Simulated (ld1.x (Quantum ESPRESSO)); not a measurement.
## Cutoff test, Ti (Z = 22), TM

titanium (Ti), norm-conserving Troullier–Martins (Kleinman–Bylander form), made with ld1.x (Quantum ESPRESSO) 7.5 (PBE, scalar-relativistic). Core [Ne] 3s2, reference 3p6 3d2 4s1.5 4p0 (charge +0.5). Waves: 4s (bound): rc 2.80 bohr; 3p (bound): rc 1.60 bohr; 3d (bound): rc 2.55 bohr. Local part: the d channel. Core correction: Bessel-smoothed model core, default radius (core density twice the valence density).

The pseudo-atom Hamiltonian at the reference potential is diagonalised in spherical Bessel functions j_l(qr) that vanish at 20 bohr, with q² up to the cutoff. All-electron valence levels (Ry): 4s -0.5378, 3p -3.1109, 4p -0.2887, 3d -0.5622.

Question: How do the lowest levels (Ry) of each channel move with the cutoff, and are there ghosts?

Answer:

```
cutoff (Ry)     s #1     s #2     p #1     p #2     d #1     d #2    f #1  Σ f·Δε (mRy)
          8  -1.0149  -0.5285  -1.9422  -0.2062  -0.0977   0.0079  0.0257        7954.9
         15  -3.6430  -0.5376  -2.7916  -0.2392  -0.2003  -0.0262  0.0257        2639.9
         30  -4.5980  -0.5378  -3.0948  -0.2607  -0.5420  -0.0519  0.0257         137.0
         45  -4.6042  -0.5378  -3.1105  -0.2624  -0.5619  -0.0527  0.0257           2.7
         70  -4.6052  -0.5378  -3.1107  -0.2624  -0.5621  -0.0527  0.0257           1.1
        100  -4.6054  -0.5378  -3.1109  -0.2625  -0.5622  -0.0527  0.0257           0.1
        400  -4.6054  -0.5378  -3.1109  -0.2625  -0.5622  -0.0527  0.0257           0.0
```

Result: ghost state, extra bound levels that the all-electron valence spectrum of the same l lacks: s at -62.7 eV (a true bound ghost makes a file unfit for plane-wave use); 10 mRy is reached at 40 Ry and 1 mRy at 80 Ry.

Its largest configuration-test error is -498 meV.
